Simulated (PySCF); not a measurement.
# Spin-rotation constants: `F[C@@H]1CC2(CCO1)CC2`, C₇H₁₁FO

Geometry (Å), atoms numbered from 1 in this order:
```xyz
20

F     1.3287    1.7732    1.0382
C     1.5423    1.1642   -0.1951
C     0.1886    1.0041   -0.8924
C    -0.6187   -0.0917   -0.2257
C     0.2035   -1.3568   -0.0930
C     1.4905   -1.0160    0.6567
O     2.2345   -0.0064   -0.0189
C    -2.0938   -0.1739   -0.4819
C    -1.5876    0.2686    0.8604
H     2.2068    1.8428   -0.7472
H    -0.3368    1.9585   -0.8564
H     0.3813    0.7449   -1.9365
H    -0.3441   -2.1255    0.4522
H     0.4547   -1.7414   -1.0852
H     1.2507   -0.6733    1.6711
H     2.1643   -1.8718    0.7141
H    -2.5423    0.5638   -1.1296
H    -2.5422   -1.1525   -0.5622
H    -1.6957   -0.4076    1.6948
H    -1.6901    1.3074    1.1334
```

Level of theory: PySCF, GIAO B3LYP/pcSseg-1 magnetisability, rotational g tensor and spin-rotation constants, non-relativistic, gas phase. Geometry: GFN2-xTB.

(1) Give the nuclear spin-rotation constants along the inertial axes (H = +C I·J) beside the isotropic shieldings.

Results:

(1) Rotational constants 2.6522, 1.4842, 1.2222 GHz. A star marks the isotopologue with that one atom substituted, in its own axes.
```
atom  isotope  Caa (kHz)  Cbb (kHz)  Ccc (kHz)  mean (kHz)  σ (ppm)
  F1      19F      2.910      0.854      1.077       1.613    323.9
 H10       1H     -0.030     -0.100     -0.044      -0.058     25.9
 H11       1H     -0.264      0.034     -0.157      -0.129     30.7
 H12       1H     -0.300     -0.149      0.033      -0.139     29.8
 H13       1H     -0.158     -0.122     -0.089      -0.123     31.3
 H14       1H     -0.294     -0.121      0.012      -0.134     29.7
 H15       1H     -0.275     -0.106      0.045      -0.112     27.3
 H16       1H     -0.216      0.053     -0.130      -0.097     27.9
 H17       1H     -0.242     -0.090     -0.083      -0.139     31.7
 H18       1H     -0.134     -0.072     -0.148      -0.118     31.7
 H19       1H     -0.299     -0.129     -0.019      -0.149     31.4
 H20       1H     -0.293      0.004     -0.125      -0.138     31.2
  C2     13C*      0.839      0.436      0.326       0.534     67.9
  C3     13C*      0.487      0.284      0.241       0.337    136.8
  C4     13C*      0.525      0.150      0.171       0.282    165.9
  C5     13C*      0.495      0.275      0.213       0.328    142.3
  C6     13C*      0.556      0.344      0.268       0.390    116.1
  O7     17O*     -0.409     -0.230     -0.099      -0.246    238.0
  C8     13C*      0.430      0.137      0.204       0.257    169.3
  C9     13C*      0.381      0.158      0.230       0.257    165.7
```
For the geometry as given, no vibrational averaging.
